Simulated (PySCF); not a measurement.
Cl₄SW, charge -1, doublet, at a GFN2-xTB geometry (such geometries of metal compounds can be far from the true shape) (the multiplicity is a formal guess) (core potentials on W) (a gas-phase anion, which may not be bound at this level); DF-B3LYP/def2-SV(P) (PySCF).

Here is a job for PySCF.
```python
from pyscf import gto, scf, dft

mol = gto.Mole()
mol.atom = '''
    W     0.00286310   -0.07759705    0.04671073
    S     0.07189569   -1.94854917    1.17295890
    Cl   -1.59022183   -0.31037545   -1.64810503
    Cl    1.55015711    1.39622747    0.99445985
    Cl    1.55126637   -0.22472173   -1.69837021
    Cl   -1.59133109    1.31057375    1.04472503
'''
mol.basis = 'def2-sv(p)'
mol.ecp = {'W': 'def2-sv(p)'}
mol.charge = -1
mol.spin = 1
mol.verbose = 4
mol.build()

mf = dft.ROKS(mol)
mf.xc = 'b3lyp'
mf = mf.density_fit(auxbasis='def2-universal-jkfit')
mf.kernel()
mf.analyze()
```

What the program printed (banner, timings and long lists left out):

```
PySCF version 2.14.0

[INPUT] verbose = 4
[INPUT] num. atoms = 6
[INPUT] num. electrons = 99
[INPUT] charge = -1
[INPUT] spin (= nelec alpha-beta = 2S) = 1
[INPUT] symmetry False subgroup None
[INPUT] Mole.unit = angstrom
[INPUT] Symbol           X                Y                Z      unit          X                Y                Z       unit  Magmom
[...]
nuclear repulsion = 690.454960670454
number of shells = 51
number of NR pGTOs = 230
number of NR cGTOs = 115
basis = def2-sv(p)
ecp = {'W': 'def2-sv(p)'}

******** <class 'pyscf.df.df_jk.DFROKS'> ********
method = DFROKS
initial guess = minao
damping factor = 0
level_shift factor = 0
DIIS = <class 'pyscf.scf.diis.CDIIS'>
diis_start_cycle = 1
diis_space = 8
diis_damp = 0
SCF conv_tol = 1e-09
SCF conv_tol_grad = None
SCF max_cycles = 50
direct_scf = False
num. doubly occ = 49  num. singly occ = 1
XC library pyscf.dft.libxc version 7.1.2
    S. Lehtola, C. Steigemann, M. J. T. Oliveira, and M. A. L. Marques,  SoftwareX 7, 1–5 (2018)
XC functionals = b3lyp
    P. J. Stephens, F. J. Devlin, C. F. Chabalowski, and M. J. Frisch,  J. Phys. Chem. 98, 11623 (1994)
radial grids:
    Treutler-Ahlrichs [JCP 102, 346 (1995); DOI:10.1063/1.469408] (M4) radial grids

becke partition: Becke, JCP 88, 2547 (1988); DOI:10.1063/1.454033
pruning grids: <function nwchem_prune>
grids dens level: 3
symmetrized grids: False
atomic radii adjust function: <function treutler_atomic_radii_adjust>
small_rho_cutoff = 0
Set gradient conv threshold to 3.16228e-05
tot grids = 118712
******** <class 'pyscf.df.df.DF'> ********
auxbasis = def2-universal-jkfit
init E= -2293.30722795435
[...]
cycle= 1 E= -2305.69969616987  delta_E= -12.4  |g|= 0.609  |ddm|= 5.25
[...]
cycle= 2 E= -2305.59694645927  delta_E= 0.103  |g|= 0.889  |ddm|= 1.12
[...]
cycle= 3 E= -2305.69784564462  delta_E= -0.101  |g|= 0.576  |ddm|= 0.889
[...]
cycle= 4 E= -2305.79363321702  delta_E= -0.0958  |g|= 0.113  |ddm|= 0.475
[...]
cycle= 5 E= -2305.79737026982  delta_E= -0.00374  |g|= 0.0409  |ddm|= 0.136
[...]
cycle= 6 E= -2305.79798757325  delta_E= -0.000617  |g|= 0.00269  |ddm|= 0.0417
[...]
cycle= 7 E= -2305.79798944875  delta_E= -1.88e-06  |g|= 0.000519  |ddm|= 0.00306
[...]
cycle= 8 E= -2305.79798954819  delta_E= -9.94e-08  |g|= 0.000149  |ddm|= 0.000658
[...]
cycle= 9 E= -2305.79798955392  delta_E= -5.72e-09  |g|= 4.42e-05  |ddm|= 0.000106
[...]
cycle= 10 E= -2305.79798955443  delta_E= -5.13e-10  |g|= 9.35e-06  |ddm|= 3.09e-05
[...]
Extra cycle  E= -2305.79798955408  delta_E= 3.52e-10  |g|= 3.5e-05  |ddm|= 3.3e-05
converged SCF energy = -2305.79798955408
**** SCF Summaries ****
Total Energy =                       -2305.797989554078413
Nuclear Repulsion Energy =             690.454960670454057
One-electron Energy =                -4600.134277105411456
Two-electron Energy =                 1603.881326880879215
Two-electron Coulomb Energy =         1750.586501540317613
DFT Exchange-Correlation Energy =     -146.705174659438399
HOMO-LUMO gap [eV] =                     1.614090748741368
**** MO energy ****
                Roothaan           | alpha              | beta
[...]
WARN: System has nonzero charge -1; the dipole moment is origin-dependent.
Location of origin: [0. 0. 0.]

Dipole moment(X, Y, Z, Debye):  0.00823, -0.22136,  0.13326
```
